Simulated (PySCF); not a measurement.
Method: TPSSh-D3(BJ)/def2-TZVP // CAM-B3LYP-D3(BJ)/def2-TZVP in PySCF 2.14.0. Isolated molecules, 0 K electronic values unless said otherwise. One relaxed conformer stands for a flexible species; it need not be the lowest. Delta-SCF ions had no search for a lower state. Excitations are Tamm–Dancoff values on a coarser integration grid. The basis has no diffuse functions, so Rydberg states are missing or too high.

Reference species (SMILES): `B1=BCC1` (neutral, multiplicity 1).

```json
{
  "vertical ionisation energy (Delta-SCF)": "7.28 eV",
  "T1 excitation (TDA)": "0.11 eV"
}
```

Changed species: `BBC#C`.

Question: Give the shifts of the vertical ionisation energy (Delta-SCF) and T1 excitation (TDA).

Answer: the vertical ionisation energy (Delta-SCF) increases by 2.43 eV, to 9.71 eV; the T1 excitation (TDA) goes up by 3.28 eV, to 3.39 eV.
